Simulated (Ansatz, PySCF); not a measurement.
System: SrCl, charge 1, multiplicity 1. 
Coordinates optimised at B3LYP-D3(BJ)/def2-TZVP (Ansatz, a program for electronic structure):
```xyz
2

Sr     0.0000     0.0000    -0.7671
Cl     0.0000     0.0000     1.7148
```
Charge +1, spin multiplicity 1.

Total electronic energies in hartree. Correlated levels leave the core frozen unless marked. No spin-orbit coupling. The frozen core is the preceding noble-gas configuration, with the filled d and f shells of earlier blocks. The outer core of K, Ca and their heavier congeners is not correlated, a term that matters for these elements. In def2 rows, elements after Kr have scalar-relativistic effective core potentials. Basis-set limits of correlation are two-point, X^-3; Hartree-Fock from the larger set. The bracket is a focal-point correction in the basis named.

| level | program | energy (Eh) |
|---|---|---|
| HF/def2-TZVPP | Ansatz | -489.76201 |
| HF/def2-QZVPPD | Ansatz | -489.77862 |
| BLYP-D3(BJ)/def2-TZVPD | Ansatz + dftd3 | -490.75542 |
| BLYP/def2-TZVPD | Ansatz | -490.75114 |
| revPBE-D3(BJ)/def2-TZVPD | Ansatz + dftd3 | [?] |
| B3LYP-D3(BJ)/def2-TZVPD | Ansatz + dftd3 | -490.81492 |
| PBE0/def2-SVP | Ansatz | -490.46055 |
| TPSSh-D3(BJ)/def2-TZVPD | PySCF + dftd3 | -490.80275 |
| TPSSh/def2-TZVPD | PySCF | -490.80061 |
| r2SCANh/def2-TZVPD | Ansatz | -490.76250 |
| PW6B95-D3(BJ)/def2-TZVPD | PySCF + dftd3 | [?] |
| CAM-B3LYP-D3(BJ)/def2-TZVPD | Ansatz + dftd3 | -490.76933 |
| CAM-B3LYP-D4/def2-TZVPD | Ansatz + dftd4 | -490.76883 |
| wB97X-V/def2-TZVPD | Ansatz | -490.70439 |
| PBE-QIDH/def2-TZVPD | Ansatz | -490.44186 |
| RPA@PBE/def2-QZVPP | Ansatz | -490.13383 |
| CCSD/def2-SVP | Ansatz | -489.75078 |
| CCSD/def2-SVPD | Ansatz | -489.77117 |
| CCSD(T)/def2-TZVPP | Ansatz | -489.98853 |
| CCSDT(Q)/def2-SVP | Ansatz | -489.75429 |
| CCSDT/def2-SVP | Ansatz | -489.75400 |
| RI-MP2/CBS(def2-TZVPP,def2-QZVPP)+[CCSD(T)-MP2]/def2-QZVPP | Ansatz | -490.0446 |
| CCSD(T)/CBS(def2-TZVPPD,def2-QZVPPD) | Ansatz | -490.0447 |

Task: Complete the blanks.

Result: 
- revPBE-D3(BJ)/def2-TZVPD, energy (Eh): -490.73341
- PW6B95-D3(BJ)/def2-TZVPD, energy (Eh): -491.13961
